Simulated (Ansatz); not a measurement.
Nudged elastic band run: CuSi₁₆, charge +1

Input:

```yaml
crystal:
  lattice:
    - [0.0, 5.43, 5.43]
    - [5.43, 0.0, 5.43]
    - [5.43, 5.43, 0.0]
  atoms:
    - { symbol: Si, position: [-0.01332047, 0.01074986, -0.00327542] }
    - { symbol: Si, position: [0.12330701, 0.13983534, 0.11356308] }
    - { symbol: Si, position: [0.00265978, 0.00885779, 0.48617848] }
    - { symbol: Si, position: [0.11530458, 0.13226569, 0.6227157] }
    - { symbol: Si, position: [0.00761239, 0.51396941, -0.02898676] }
    - { symbol: Si, position: [0.12728925, 0.62080564, 0.11575406] }
    - { symbol: Si, position: [0.00086493, 0.50644106, 0.48777381] }
    - { symbol: Si, position: [0.13272422, 0.63497164, 0.59987247] }
    - { symbol: Si, position: [0.50597004, 0.01055733, -0.00347832] }
    - { symbol: Si, position: [0.61881959, 0.10465204, 0.1574383] }
    - { symbol: Si, position: [0.48914938, -0.00718952, 0.52913244] }
    - { symbol: Si, position: [0.63005013, 0.13225567, 0.6225313] }
    - { symbol: Si, position: [0.51106572, 0.47590939, 0.00218472] }
    - { symbol: Si, position: [0.63630118, 0.62079585, 0.11562441] }
    - { symbol: Si, position: [0.50524601, 0.50646273, 0.48771138] }
    - { symbol: Si, position: [0.62842154, 0.61566717, 0.62778784] }
    - { symbol: Cu, position: [0.35214302, 0.8424703, 0.9527717] }
total_charge: 1
basis:
  ecutwfc: 420.0
kpoints:
  mp_grid: { grid: [2, 2, 2] }
hamiltonian:
  xc: pbe
  pseudopotentials: { kind: paw, azcp: { folder: soft_1 } }
scf:
  occupations: { method: gaussian, width: 0.02 }
  lower_state_search: "off"
neb:
  images: 5
  f_tol: 0.03
  initial_path: linear
  max_iterations: 72
  spring: 10.0
  final_atoms:
    - { symbol: Si, position: [0.00445257, 0.00427184, 0.00489792] }
    - { symbol: Si, position: [0.12879476, 0.12865733, 0.12928795] }
    - { symbol: Si, position: [0.00511605, 0.00593156, 0.50235789] }
    - { symbol: Si, position: [0.12682324, 0.12789562, 0.63304166] }
    - { symbol: Si, position: [0.00632408, 0.50144783, 0.00617358] }
    - { symbol: Si, position: [0.12798538, 0.63222725, 0.12810988] }
    - { symbol: Si, position: [-0.00800025, 0.50023027, 0.50054405] }
    - { symbol: Si, position: [0.12025364, 0.63025315, 0.63053225] }
    - { symbol: Si, position: [0.50187883, 0.00629927, 0.00534417] }
    - { symbol: Si, position: [0.63254951, 0.12811472, 0.1271972] }
    - { symbol: Si, position: [0.49937253, -0.00671715, 0.49969954] }
    - { symbol: Si, position: [0.62912467, 0.12155575, 0.62959892] }
    - { symbol: Si, position: [0.50049913, 0.50048434, -0.00818083] }
    - { symbol: Si, position: [0.63059826, 0.63077957, 0.11934933] }
    - { symbol: Si, position: [0.48857122, 0.48972377, 0.48768783] }
    - { symbol: Si, position: [0.61186393, 0.61362565, 0.61205832] }
    - { symbol: Cu, position: [0.73683123, 0.7371795, 0.73477696] }
  order_check: true
```

Run as:

```bash
$ ansatz run input.yaml --threads 1 --pin off --max-ram 3072MiB --backend cpu --events-out ev --progress --plain --runs-dir out
```

Output, in part (warnings, iteration lines):

```
NEB end point (image 0): max|allowed force component| = 1.301e-2 eV/Å (the criterion of neb.relax_end_points is 1.000e-2)
NEB end point (image 6): max|allowed force component| = 2.375e-2 eV/Å (the criterion of neb.relax_end_points is 1.000e-2)
NEB iter   1: max|band force component| = 2.645e0 eV/Å  barrier→ = 0.7544 eV  barrier← = 0.7497 eV  Δτ_max = 0.1207 Å  (66 SCF iters)
NEB iter   2: max|band force component| = 1.362e0 eV/Å  barrier→ = 0.2393 eV  barrier← = 0.2346 eV  Δτ_max = 0.1349 Å  (40 SCF iters)
NEB iter   3: max|band force component| = 5.174e-1 eV/Å  barrier→ = 0.0666 eV  barrier← = 0.0619 eV  Δτ_max = 0.0652 Å  (38 SCF iters)
NEB iter   4: max|band force component| = 1.938e-1 eV/Å  barrier→ = 0.0393 eV  barrier← = 0.0346 eV  CI = image 3  Δτ_max = 0.1967 Å  (33 SCF iters)
NEB iter   5: max|band force component| = 1.107e-1 eV/Å  barrier→ = 0.0501 eV  barrier← = 0.0453 eV  CI = image 3  Δτ_max = 0.0666 Å  (36 SCF iters)
NEB iter   6: max|band force component| = 6.292e-2 eV/Å  barrier→ = 0.0474 eV  barrier← = 0.0427 eV  CI = image 3  Δτ_max = 0.0395 Å  (33 SCF iters)
NEB iter   7: max|band force component| = 4.063e-2 eV/Å  barrier→ = 0.0470 eV  barrier← = 0.0423 eV  CI = image 3  Δτ_max = 0.0817 Å  (30 SCF iters)
NEB iter   8: max|band force component| = 7.384e-2 eV/Å  barrier→ = 0.0468 eV  barrier← = 0.0421 eV  CI = image 3  Δτ_max = 0.0203 Å  (29 SCF iters)
NEB iter   9: max|band force component| = 1.091e-2 eV/Å  barrier→ = 0.0468 eV  barrier← = 0.0421 eV  CI = image 3  CI's point: of a kind that is not told: the force calls were inconclusive, a negative curvature could not be distinguished from the path's own, the only one lies far off the path, or fixed occupations may fill a level only in part  Δτ_max = 0.0000 Å  (313 SCF iters)
```

It converged. Beside the main top the profile has a ripple of under 15 meV (maxima at images 1, 3), which may be a very shallow well or noise. By the program's own check the climbing image is of a kind that is not told: the force calls were inconclusive, a negative curvature could not be distinguished from the path's own, the only one lies far off the path, or fixed occupations may fill a level only in part (lowest curvatures found: -0.56 and 0.81 eV/Å²). Limits of this set-up: charged cell in a uniform background, uncorrected.

Final band (atoms are numbered from 1 in the order of the input):

```tsv
image	path coordinate (Å)	energy (eV)	Si1–Cu17 (Å)	Si2–Cu17 (Å)	Si6–Cu17 (Å)
0	0.00	0.000	2.35	2.54	2.47
1	0.65	0.004	2.43	2.96	2.58
2	1.29	0.000	2.68	3.11	3.05
3	1.94	0.047	3.30	3.51	3.51
4	2.37	0.012	3.78	3.86	3.84
5	2.81	0.004	4.24	4.20	4.12
6	3.25	0.005	4.59	4.56	4.33
```

Run time: 5.4 min on 1 thread of Intel(R) Xeon(R) 6975P-C (Granite Rapids) (shared host), peak memory 1 GiB.
